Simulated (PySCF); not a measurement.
## Cost of response and excited-state runs on `InChI=1S/C11H8/c1-2-9-6-7-10-4-3-5-11(10)8-9/h1,3-4,6-8H,5H2`

Geometry:
```tsv
atom	x (Å)	y (Å)	z (Å)
C1	4.171	-0.998	-0.063
C2	3.044	-0.585	-0.044
C3	1.715	-0.100	-0.024
C4	1.478	1.278	-0.027
C5	0.189	1.776	-0.010
C6	-0.871	0.881	0.009
C7	-0.634	-0.505	0.013
C8	0.646	-1.004	-0.003
C9	-1.951	-1.219	0.034
C10	-2.931	-0.086	0.045
C11	-2.303	1.096	0.029
H12	5.156	-1.358	-0.078
H13	2.323	1.951	-0.042
H14	0.012	2.842	-0.012
H15	0.841	-2.066	0.000
H16	-2.083	-1.857	-0.844
H17	-2.058	-1.856	0.915
H18	-3.994	-0.250	0.065
H19	-2.761	2.069	0.030
```

PySCF with density fitting, on 1 thread of an AMD EPYC 9R45 96-Core, shared host. Command: `OMP_NUM_THREADS=1 python excited_run.py task.json out`

**Question.** How long does this run take, and how much memory?
- vibronic structure, HF/def2-SV(P); full response

**Answer.** 
```
               run          level  basis functions  wall time  peak memory (GiB)
vibronic structure  HF/def2-SV(P)              170       14 s                0.8
```
Times from a shared host are rough.
